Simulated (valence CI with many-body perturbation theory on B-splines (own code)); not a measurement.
E1 transitions of Zr XXXV

Computed by valence CI with perturbative core correlation (CI+MBPT): four valence electrons over a frozen Dirac-Fock core [He], a basis of 11 s, 11 p, 10 d, 8 f, 5 g, 2 h functions for each j, with the one-electron correlation potential Σ1 (screened to all orders), the two-electron term Σ2, the three-electron term Σ3, Breit, model QED; selected single and double excitations, second order for the rest, scaled by the run's own slope (own B-spline code, finite nucleus).

No measured spectrum was set against this ion. As an estimate, large intervals hold to a few tenths of a per cent, small ones and those within an open d or f shell to about a per cent. Among the levels kept, up to 970 cm⁻¹ of a level comes from second order outside the variational space, and about a tenth of that is noise between levels of different J, which matters for small intervals.

Lines 51 to 100 of 534 in falling wavelength, among levels below 24997 × 10³ cm⁻¹, chosen from the strongest by gf and those to the six lowest levels. Wavelengths and rates use the calculated energies. Electric multipoles are in the length gauge, E1 and E2 with the static RPA response of the core. Weak lines are less certain than strong ones. Lines between different terms over intervals too small for the method are left out, as are lines whose strength nearly cancels. The highest levels of a list are the least certain.

Levels are named by their leading jj configuration (3d3/2^4 stands for four electrons in 3d with j = 3/2), which in mixed levels can hold well under half, so a name can repeat and another be missing. Letters in brackets count levels of one name in rising energy.

```tsv
λ vac (Å)	Upper	Lower	A (s⁻¹)	log gf	Branch %
209.9	(2s 2p1/2 2p3/2 3p3/2) J=2 [b]	(2s 2p1/2 2p3/2 3s) J=2 [b]	4.95e+09	-0.79	0.0
208.4	(2s 2p3/2^2 3d5/2) J=1 [a]	(2s 2p3/2^2 3p3/2) J=1 [a]	4.26e+09	-1.08	0.0
208.0	(2s 2p3/2^2 3p3/2) J=1 [a]	(2s 2p3/2^2 3s) J=2 [a]	5.04e+09	-1.01	0.0
207.6	(2s 2p1/2^2 3p3/2) J=1	(2s 2p1/2^2 3s) J=0	6.04e+09	-0.93	0.0
205.7	(2s 2p1/2 2p3/2 3d3/2) J=2 [b]	(2s 2p1/2 2p3/2 3p1/2) J=2 [b]	3.49e+09	-0.96	0.0
203.6	(2s 2p3/2^2 3d3/2) J=3 [a]	(2s 2p3/2^2 3p1/2) J=3	2.42e+09	-0.98	0.0
202.6	(2s 2p1/2 2p3/2 3d3/2) J=2 [d]	(2s 2p1/2 2p3/2 3p1/2) J=1 [c]	3.91e+09	-0.92	0.0
201.8	(2s 2p3/2^2 3p3/2) J=3 [b]	(2s 2p1/2 2p3/2 3d3/2) J=2 [c]	2.78e+09	-0.92	0.0
201.5	(2s^2 2p3/2 3p3/2) J=1	(2s^2 2p3/2 3s) J=1	5.85e+09	-0.97	1.3
201.1	(2p1/2 2p3/2^2 3p3/2) J=3 [b]	(2p1/2 2p3/2^2 3s) J=3	4.31e+09	-0.74	0.0
199.6	(2p1/2^2 2p3/2 3d3/2) J=2	(2p1/2^2 2p3/2 3p1/2) J=2	3.18e+09	-1.02	0.0
199.1	(2p1/2 2p3/2^2 3d3/2) J=2	(2p1/2 2p3/2^2 3p1/2) J=2 [a]	2.89e+09	-1.07	0.0
198.8	(2s 2p1/2 2p3/2 3d3/2) J=1 [b]	(2s 2p1/2 2p3/2 3p1/2) J=2 [b]	4.96e+09	-1.05	0.0
198.7	(2s 2p1/2 2p3/2 3p3/2) J=3 [c]	(2s 2p1/2 2p3/2 3s) J=2 [c]	5.37e+09	-0.65	0.0
198.5	(2p1/2 2p3/2^2 3p3/2) J=4	(2p1/2 2p3/2^2 3s) J=3	1.17e+10	-0.21	0.0
197.4	(2s 2p1/2 2p3/2 3p3/2) J=1 [b]	(2s 2p1/2 2p3/2 3s) J=2 [b]	6.17e+09	-0.97	0.0
197.0	(2p1/2 2p3/2^2 3p3/2) J=3 [a]	(2p1/2 2p3/2^2 3s) J=2 [a]	1.06e+10	-0.36	0.0
196.6	(2p1/2^2 2p3/2 3p3/2) J=3	(2p1/2^2 2p3/2 3s) J=2	1.14e+10	-0.34	0.0
196.5	(2p1/2 2p3/2^2 3p3/2) J=2 [a]	(2p1/2 2p3/2^2 3s) J=2 [a]	4.62e+09	-0.87	0.0
196.0	(2s 2p3/2^2 3d3/2) J=3 [b]	(2s 2p3/2^2 3p1/2) J=2 [b]	3.63e+09	-0.83	0.0
195.5	(2s 2p3/2^2 3p3/2) J=3 [b]	(2s 2p3/2^2 3s) J=2 [b]	4.61e+09	-0.73	0.0
194.9	(2p1/2^2 2p3/2 3d3/2) J=2	(2p1/2^2 2p3/2 3p1/2) J=1	4.01e+09	-0.94	0.1
194.1	(2s 2p1/2 2p3/2 3p3/2) J=2 [a]	(2s 2p1/2 2p3/2 3s) J=1 [a]	6.67e+09	-0.73	0.0
193.8	(2s 2p3/2^2 3d3/2) J=3 [a]	(2s 2p3/2^2 3p1/2) J=2 [a]	2.53e+09	-1.00	0.0
193.0	(2s 2p1/2 2p3/2 3p3/2) J=3 [a]	(2s^2 2p3/2 3p3/2) J=2	2.53e+09	-1.01	0.0
192.6	(2p1/2^2 2p3/2 3d3/2) J=3	(2p1/2^2 2p3/2 3p1/2) J=2	7.35e+09	-0.54	0.5
192.1	(2s 2p1/2 2p3/2 3d3/2) J=3 [a]	(2s 2p1/2 2p3/2 3p1/2) J=2 [a]	4.81e+09	-0.73	0.0
190.0	(2s 2p3/2^2 3d3/2) J=2 [a]	(2s 2p3/2^2 3p1/2) J=2 [a]	5.26e+09	-0.85	0.0
189.2	(2s^2 2p3/2 3p3/2) J=3	(2s^2 2p3/2 3s) J=2	9.29e+09	-0.46	2.3
189.1	(2s 2p1/2 2p3/2 3d3/2) J=4	(2s 2p1/2 2p3/2 3p1/2) J=3	4.71e+09	-0.64	0.5
188.2	(2s 2p1/2 2p3/2 3p3/2) J=3 [b]	(2s 2p1/2 2p3/2 3s) J=2 [b]	6.84e+09	-0.59	0.0
187.3	(2p1/2^2 2p3/2 3p3/2) J=2	(2p1/2^2 2p3/2 3s) J=1	7.43e+09	-0.71	0.0
186.9	(2s 2p3/2^2 3d3/2) J=2 [b]	(2s 2p3/2^2 3p1/2) J=1 [a]	3.37e+09	-1.05	0.0
186.2	(2s 2p1/2 2p3/2 3p3/2) J=4	(2s 2p1/2 2p3/2 3s) J=3	1.25e+10	-0.23	20.8
185.9	(2s 2p1/2^2 3d3/2) J=2	(2s 2p1/2^2 3p1/2) J=1	7.41e+09	-0.72	0.0
185.5	(2s^2 2p3/2 3d3/2) J=3	(2s^2 2p3/2 3p1/2) J=2	5.75e+09	-0.68	0.0
185.3	(2p1/2 2p3/2^2 3d3/2) J=1	(2p1/2 2p3/2^2 3p1/2) J=1 [a]	7.01e+09	-0.97	0.0
184.9	(2s 2p1/2 2p3/2 3p3/2) J=3 [c]	(2s 2p1/2^2 3d5/2) J=2	4.77e+09	-0.77	0.0
184.3	(2s 2p1/2 2p3/2 3d3/2) J=3 [c]	(2s 2p1/2 2p3/2 3p1/2) J=2 [c]	8.24e+09	-0.53	0.1
184.2	(2s 2p3/2^2 3d3/2) J=2 [c]	(2s 2p3/2^2 3p1/2) J=1 [b]	3.32e+09	-1.07	0.0
183.6	(2p1/2 2p3/2^2 3d3/2) J=2	(2p1/2 2p3/2^2 3p1/2) J=1 [a]	4.32e+09	-0.96	0.0
183.5	(2s 2p3/2^2 3p3/2) J=3 [a]	(2s 2p3/2^2 3s) J=3	5.70e+09	-0.70	0.0
182.3	(2s 2p3/2^2 3d3/2) J=1 [a]	(2s 2p3/2^2 3p1/2) J=2 [a]	7.60e+09	-0.94	0.0
182.1	(2s 2p3/2^2 3p3/2) J=4	(2s 2p3/2^2 3s) J=3	1.21e+10	-0.27	14.5
181.8	(2p1/2^2 2p3/2 3d3/2) J=1	(2p1/2^2 2p3/2 3p1/2) J=1	7.20e+09	-0.97	0.0
180.5	(2s 2p3/2^2 3d3/2) J=4	(2s 2p3/2^2 3p1/2) J=3	8.05e+09	-0.45	0.0
179.8	(2s^2 2p1/2 3d3/2) J=2	(2s^2 2p1/2 3p1/2) J=1	8.19e+09	-0.70	0.0
179.4	(2s 2p1/2 2p3/2 3p3/2) J=2 [d]	(2s 2p1/2 2p3/2 3s) J=1 [c]	9.44e+09	-0.64	0.1
178.7	(2s 2p1/2 2p3/2 3p3/2) J=2 [c]	(2s 2p1/2 2p3/2 3s) J=1 [b]	5.06e+09	-0.92	0.0
177.8	(2s 2p1/2 2p3/2 3p3/2) J=3 [a]	(2s 2p1/2 2p3/2 3s) J=2 [a]	7.64e+09	-0.60	0.1
```
